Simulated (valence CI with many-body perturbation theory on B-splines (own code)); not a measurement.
# Valence orbitals of Pd⁷⁺

Method: relativistic CI+MBPT: three valence electrons over a frozen Dirac-Fock core [Kr], radial functions for each j: 9 s, 9 p, 10 d, 8 f, 5 g, 3 h, 1 i, with the one-electron correlation potential Σ1, the two-electron term Σ2, the three-electron term Σ3, Breit, model QED; selected CI, second order for the rest, scaled by the run's own slope (own B-spline code, finite nucleus).

No measured levels were compared; by estimate terms of the open shell hold to 2 to 4 % of their energy, and close levels can change places; different configurations can be misplaced against each other by 1,000 to 8,000 cm⁻¹. Core correlation moves these levels by up to 15000 cm⁻¹, and in measured spectra 5 to 20 % of such shifts remained as error; rates that hang on mixing are uncertain with them. The list stops below the first excitations out of the core.

These are the spectroscopic orbitals of the CI (the correlating ones are not listed), shaped by the core and the other valence electrons. h is the expectation value of the core's Dirac-Fock operator, without the valence repulsion; Σ1 is computed up to l = 3 at one energy for each symmetry, that of its lowest orbital but kept below the first core excitation, so for empty shells it is not the orbital's own correlation shift; Breit and QED include the response of the core.

```
Orbital  h (hartree)  Σ1 (cm⁻¹)  Breit (cm⁻¹)  QED (cm⁻¹)  ⟨r⟩ (bohr)
  5s1/2      -4.2484      -8862           186         182       1.959
  6s1/2      -2.4954      -2794          83.6        79.7       3.364
  7s1/2      -1.6491      -1303          44.3        42.2       5.141
  5p1/2      -3.7911      -6835           283       -16.0       2.124
  6p1/2      -2.2808      -2424           133        -7.4       3.610
  7p1/2       -1.531      -1191          73.0        -4.0       5.472
  5p3/2      -3.7343      -6424           160         0.4       2.160
  6p3/2      -2.2546      -2316          76.3         0.2       3.655
  7p3/2      -1.5166      -1146          44.0         0.1       5.525
  4d3/2      -5.8497     -15557           144       -86.2       1.128
  5d3/2      -2.9938      -3836          56.7       -17.0       2.538
  6d3/2      -1.8969      -1712          29.2        -8.1       4.214
  4d5/2      -5.8192     -15293         -69.6       -67.6       1.135
  5d5/2      -2.9835      -3812           6.0       -12.4       2.549
  6d5/2      -1.8919      -1705           4.5        -5.9       4.226
  4f5/2      -3.5671     -16884          -113       -23.5       1.653
  5f5/2      -2.2149      -5437         -45.2       -10.6       3.256
  4f7/2      -3.5666     -16459          -141       -22.3       1.654
  5f7/2       -2.214      -5311         -59.6        -9.9       3.258
  5g7/2      -1.9374                     -2.5        -0.4       3.383
  5g9/2      -1.9374                     -2.8        -0.3       3.383
```

Among the shells of the start configuration 4d3, Σ1 is largest in size for 4d3/2, where it is 1.2 % of h.

Lowest root of each symmetry, sizes in configuration state functions:

```csv
J,Parity,Roots,Reference,Variational,Second order,Change by selected CI (cm⁻¹),Change by second order (cm⁻¹)
1/2,even,5,37,6846,31866,-5025,-3
3/2,even,9,63,10882,58642,-3344,-1
5/2,even,9,71,12566,79852,-3272,-2
7/2,even,6,59,11973,80106,-3266,-2
9/2,even,5,45,10073,67495,-3341,-3
11/2,even,1,24,5770,41919,-5094,-8
3/2,odd,1,73,9319,33085,-3720,-8
5/2,odd,1,80,10760,50211,-3312,-12
```
